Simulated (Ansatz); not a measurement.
Program: Ansatz. Geometries: PBE0-D4/def2-TZVP. ΔE: electronic, gas phase. CCSD(T)/CBS is the MP2 limit (def2-TZVPP, def2-QZVPP) plus CCSD(T) − MP2 in def2-TZVPP, frozen cores. This one scheme is used for every species. DFT in def2-TZVPP. No spin–orbit coupling; open shells (•) take unrestricted orbitals. Each species was taken in one conformer, which may not be the lowest.

Consider the homolysis of the B–Si bond: `C[SiH]([SiH3])BO` → `[BH]O`• + `C[SiH][SiH3]`•.

| level | ΔE (kJ/mol) |
| --- | --- |
| LDA (SPW92) | 386.4 |
| BLYP | 319.9 |

(1) What does CCSD(T)/CBS give? (Estimate.)

Largest T1 diagnostic among the species: 0.016.

## Answers

(1) Ansatz gave: +359.4 kJ/mol. The listed levels differ from it by 27.0, -39.5 kJ/mol.

At CCSD(T), def2-SVP lies −15.4 kJ/mol from the extrapolated value and def2-TZVPP −8.5 kJ/mol: correlation converges slowly with the basis, and small sets miss more of it in the bonded molecule than in its fragments. The D4 term adds +11.8 kJ/mol with B3LYP and +6.9 kJ/mol with PBE0; it sums over pairs of atoms, weighted by their polarisabilities, and B3LYP, whose exchange is more repulsive, gets the larger term.

CCSD(T)/CBS has its own doubt, a few kJ/mol and more with outer-core shells, so smaller differences from it don't rank the levels.

B3LYP here is the variant with VWN-RPA as its local correlation; programs differ in this.
